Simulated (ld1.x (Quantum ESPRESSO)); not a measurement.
## Ru (Z = 44): one change to a TM potential, before and after

- Element: ruthenium
- Generator: ld1.x (Quantum ESPRESSO) 7.5
- Type: norm-conserving Troullier–Martins (Kleinman–Bylander form)
- Functional: LDA (PZ)
- Relativity: scalar-relativistic
- Frozen core: [Ar] 3d10 4s2
- Valence charge: 14
- Reference configuration: 4p6 4d7 5s1 5p0
- Partial waves: 5s (bound): rc 2.60 bohr; 4p (bound): rc 1.75 bohr; 4d (bound): rc 1.60 bohr
- Local potential: all-electron potential smoothed inside 2.25 bohr (lloc = -1)
- Core correction: a·sin(br)/r model core, default radius (core density twice the valence density)

Change: local potential all-electron potential smoothed inside 2.58 bohr (lloc = -1).

Cutoffs: the cutoffs (Ry, on a coarse ladder) from which the occupation-weighted sum of valence levels, in a spherical-Bessel basis at the reference potential, stays within 10 and 1 mRy of its value at 400 Ry; they do not see the model core or the augmentation charge, which bear on the density cutoff. Errors are all-electron minus pseudo energies relative to the spin-unpolarised reference configuration.

Question: Predict the effect on cutoff, ghosts and configuration errors.

Answer: The potential gets neither clearly harder nor softer (55 Ry and 70 Ry → 55 Ry and 70 Ry); the number of tests that count goes from 8 to 9; of the 8 tests that both files solve, the error grows in 5 and shrinks in 0 by more than 15 % and 0.3 meV (median size 24.0 → 26.4 meV); neither file shows a bound ghost at the reference potential, the only one tested. The local part now departs from the all-electron potential out to 2.58 bohr, far beyond the d radius of 1.60 bohr, and whatever the projectors do not describe feels it: the likely cause.

| quantity | base | changed |
| --- | --- | --- |
| cutoff, loose | 55 Ry | 55 Ry |
| cutoff, tight | 70 Ry | 70 Ry |
| bound ghosts | none | none |
| tests counted (converged, no solver errors) | 8 of 9 | 9 of 9 |
| error for 4p6 4d7 5s0 5p0, meV [ΔE 7.61 eV] | -11 | -11 |
| error for 4p6 4d6 5s0 5p0, meV [ΔE 26.05 eV] | -4.1 | -14 |
| error for 4p6 4d5 5s0 5p0, meV [ΔE 56.90 eV] | -33 | -81 |
| error for 4p6 4d8 5s0 5p0, meV [ΔE -0.27 eV] | -26 | -31 |
| error for 4p6 4d4 5s0 5p0, meV [ΔE 101.61 eV] | -118 | -233 |
| error for 4p6 4d7 5s0.5 5p0, meV [ΔE 3.02 eV] | -1.0 | -2.5 |
| error for 4p6 4d7 5s1 5p0 (spin-polarised), meV [ΔE -1.65 eV] | +45 | +45 |
| error for 4p6 4d7 5s0 5p0 (spin-polarised), meV [ΔE 6.36 eV] | +22 | +22 |
| s: phases at 2.85 bohr within 0.05 rad from the reference energy up to (Ry; the scan ends near 5) | -0.3 | 0.5 |
| p: phases at 2.85 bohr within 0.05 rad from the reference energy up to (Ry; the scan ends near 5) | -0.0 | -0.3 |
| d: phases at 2.85 bohr within 0.05 rad from the reference energy up to (Ry; the scan ends near 5) | 1.5 | 1.3 |

Base: Tests not counted: 4p6 4d7.5 5s0.5 5p0 (solver errors, printed error +661 meV). These tests converged, but a pseudo level misses the all-electron one widely, so the file describes the atom poorly there or has found another state: 4p6 4d6 5s0 5p0: empty 5s by 3.9 eV (a node warning on the way).
